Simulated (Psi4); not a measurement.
Conformational energy of SMILES CC[SiH2]N (C₂H₉NSi). Scanned: dihedral C2–Si3–N4–H12; all other coordinates were relaxed at GFN2-xTB. Heavy atoms are numbered in the order of the SMILES CC[SiH2]N, hydrogens after them in the order of the atoms that carry them; the mirror image has the same energies with the sign of each dihedral reversed.

Methods: PBE/def2-TZVP // GFN2-xTB (Psi4); PBE-D3(BJ)/def2-TZVP // GFN2-xTB (Psi4); MP2/cc-pVTZ = DF-MP2 (frozen core)/cc-pVTZ // GFN2-xTB in Psi4 1.11.

Energies relative to the lowest point of each profile, in eV; the last columns give the difference from MP2:

| φ / ° | PBE/def2-TZVP | PBE-D3(BJ)/def2-TZVP | MP2/cc-pVTZ | PBE/def2-TZVP − MP2/cc-pVTZ | PBE-D3(BJ)/def2-TZVP − MP2/cc-pVTZ |
|---|---|---|---|---|---|
| -150 | 0.043 | 0.043 | 0.044 | -0.001 | -0.002 |
| -120 | 0.035 | 0.036 | 0.041 | -0.006 | -0.005 |
| -90 | 0.015 | 0.016 | 0.023 | -0.008 | -0.007 |
| -60 | 0.001 | 0.001 | 0.001 | 0.000 | 0.000 |
| -30 | 0.021 | 0.020 | 0.019 | 0.002 | 0.001 |
| 0 | 0.039 | 0.038 | 0.037 | 0.001 | 0.000 |
| 30 | 0.021 | 0.020 | 0.019 | 0.002 | 0.001 |
| 60 | 0.000 | 0.000 | 0.000 | 0.000 | 0.000 |
| 90 | 0.015 | 0.016 | 0.023 | -0.008 | -0.007 |
| 120 | 0.016 | 0.018 | 0.027 | -0.011 | -0.009 |
| 150 | 0.001 | 0.002 | 0.004 | -0.003 | -0.003 |
| 180 | 0.010 | 0.009 | 0.007 | 0.002 | 0.001 |

PBE/def2-TZVP is furthest from MP2/cc-pVTZ at 120 (-0.011 eV, below); its mean absolute difference over the points is 0.004 eV.

PBE-D3(BJ)/def2-TZVP is furthest from MP2/cc-pVTZ at 120 (-0.009 eV, below); its mean absolute difference over the points is 0.003 eV.
